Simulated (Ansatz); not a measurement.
Species: sum formula SnOF2, net charge -1, doublet state. 
Structure (B3LYP-D3(BJ)/def2-TZVP (Ansatz, an electronic-structure program) minimum search):
```xyz
4

Sn     0.1707     0.2154     0.0925
O      1.5069    -1.0088    -0.6055
F     -1.0449    -0.7964     1.3353
F     -1.2428     0.4963    -1.3108
```
Charge -1, spin multiplicity 2.

Basis-set convergence of Hartree-Fock and CCSD correlation energies (hartree) with Ansatz. Valence correlation only, unless marked. Open shells are spin-unrestricted. Spin-orbit coupling is left out. The frozen core is the preceding noble-gas configuration, with the filled d and f shells of earlier blocks. In def2 rows, elements after Kr have scalar-relativistic effective core potentials. This anion needs diffuse functions, which these sets lack.

The T1 diagnostic of CCSD in the largest basis is 0.067, which is high, so the coupled-cluster rows are less sure than usual.

```json
[
 {"basis": "def2-SVP", "functions": "68", "E(HF)": "-486.93310", "E(corr, CCSD)": "-0.62327"},
 {"basis": "def2-TZVPP", "functions": "143", "E(HF)": "(withheld)", "E(corr, CCSD)": "(withheld)"}
]
```

Q: What belongs in the gaps?

A: 
- def2-TZVPP, E(HF): -487.31192
- def2-TZVPP, E(corr, CCSD): -0.82427
